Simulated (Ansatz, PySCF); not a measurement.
Here is a job for Ansatz (a first-principles code).
Ansatz 0.2 input:
```yaml
crystal:
  periodic: [false, false, false]
  atoms:
    - {symbol: Si, position_ang: [1.93979745, 0.47165961, 0.10091883]}
    - {symbol: Si, position_ang: [0.05332804, -0.63234908, -0.54160016]}
    - {symbol: Si, position_ang: [-1.87730055, 0.14500050, 0.46169226]}
    - {symbol: H, position_ang: [3.28672394, 0.02470814, -0.26281169]}
    - {symbol: H, position_ang: [1.98987865, 1.93358010, 0.02028201]}
    - {symbol: H, position_ang: [-0.17751861, -0.71822834, -2.00276084]}
    - {symbol: H, position_ang: [0.27841266, -2.04606664, -0.17893111]}
    - {symbol: H, position_ang: [-2.94853390, -0.85021347, 0.52993420]}
    - {symbol: H, position_ang: [-2.43260727, 1.30498691, -0.23887599]}
    - {symbol: H, position_ang: [-1.61790441, 0.57087873, 1.83901062]}
basis:
  gaussian:
    orbitals: STO-3G
magnetization: {spin_polarized: true, initial_magnetization: 1}
correlation: {method: ccsd_t, electrons: outside_noble_gas}
accuracy: high
```

Convert this to an input for PySCF.

Several could match; the one computed here: 
```python
from pyscf import gto, scf, cc

mol = gto.Mole()
mol.atom = '''
    Si    1.93979745    0.47165961    0.10091883
    Si    0.05332804   -0.63234908   -0.54160016
    Si   -1.87730055    0.14500050    0.46169226
    H     3.28672394    0.02470814   -0.26281169
    H     1.98987865    1.93358010    0.02028201
    H    -0.17751861   -0.71822834   -2.00276084
    H     0.27841266   -2.04606664   -0.17893111
    H    -2.94853390   -0.85021347    0.52993420
    H    -2.43260727    1.30498691   -0.23887599
    H    -1.61790441    0.57087873    1.83901062
'''
mol.basis = 'sto-3g'
mol.spin = 1
mol.verbose = 4
mol.build()

mf = scf.UHF(mol)
mf.kernel()

mycc = cc.CCSD(mf, frozen=15)
mycc.kernel()
et = mycc.ccsd_t()
print('E(CCSD(T)) = %.10f' % (mycc.e_tot + et))
```

Both were run: Ansatz gave -861.004942 Eh and PySCF -861.004942 Eh, 0.000 mEh apart.
